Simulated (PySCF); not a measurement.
# One molecule, several mistakes: CClGeH4O cation

All numbers below are calculated, not measured. They come from PySCF 2.14.0, an open-source quantum chemistry program, on an isolated molecule that a program drew, which may never have been made. The molecule is CClGeH4O cation (charge +1, singlet), drawn as the SMILES string `O[CH2][GeH+][Cl]`.

Each row is a Hartree-Fock (HF) and frozen-core CCSD(T) single point in the cc-pV(D+d)Z basis, meant for a local HF minimum. Run 1 is clean. Each other run has one planted mistake out of seven kinds, and not every kind appears here: one electron removed, one electron added, multiplicity raised by two, geometry at a saddle point, minimal basis STO-3G, one bond length entered in bohr, all coordinates scaled. The reference is restricted for singlets and unrestricted otherwise, and also for a bond in bohr. Adding or removing an electron swaps singlet and doublet. Electrons count all cores. HOMO and LUMO are orbital energies over both spins, the gradient is its largest component, and the lowest frequency (negative if imaginary) is given only where the gradient is small. Bond lengths are over the 7 bonds as drawn. T1 is the CCSD diagnostic: over 0.02 (restricted) or 0.045 (unrestricted) a single reference is doubtful. Germanium has the cc-pVDZ-PP basis, with a core potential (ECP10MDF) in place of its 10 inner electrons, and its 3s, 3p and 3d shells are frozen in CCSD(T).

Geometry of the clean run:
```xyz
8
CClGeH4O cation, angstrom
O    -0.3474   -2.3737   -1.2826
C    -0.6379   -1.0400   -1.2183
Ge    1.0361    0.0116   -1.4581
Cl    2.6667   -0.9459   -2.2971
H    -0.6160   -2.7577   -2.1073
H    -0.9979   -0.7661   -0.2250
H    -1.3538   -0.6708   -1.9567
H     1.3258    1.4529   -1.0870
```

```
run  electrons  basis functions  <S^2>  HOMO (eV)  LUMO (eV)  gradient (hartree/bohr)  lowest frequency (cm^-1)  mean bond (Å)  longest bond (Å)      T1  HF (hartree)  CCSD(T) (hartree)                          mistake
  1         66               94  0.000     -16.63      -5.36                  3.8e-06                        62         1.4394             2.069  0.0149    -867.68541         -868.28075                         no fault
  2         66               94  0.940     -15.76      -5.76                  2.9e-02                         -         1.6321             2.865  0.0243    -867.59622         -868.17623  one bond length entered in bohr
  3         66               94  2.034     -12.34      -7.45                  3.5e-02                         -         1.4394             2.069  0.0369    -867.56427         -868.15361       multiplicity raised by two
  4         65               94  0.770     -22.95     -12.55                  4.1e-02                         -         1.4394             2.069  0.0388    -867.14343         -867.71519             one electron removed
  5         67               94  0.773      -6.87       2.31                  2.9e-02                         -         1.4394             2.069  0.0119    -867.90997         -868.51273               one electron added
  6         66               94  0.000     -16.59      -5.53                  3.6e-02                         -         1.5070             2.166  0.0170    -867.66920         -868.27478                                ?
```

**Which mistake was planted in run 6, and what did it cost?**

The mean and the longest bond both change by the same factor, 1.047, and the gradient is no longer small. So the mistake is: all coordinates scaled. Subtracting run 1 and multiplying by 627.51 kcal/mol a hartree, the energy moved by 10.2 kcal/mol in HF and 3.7 kcal/mol in CCSD(T).

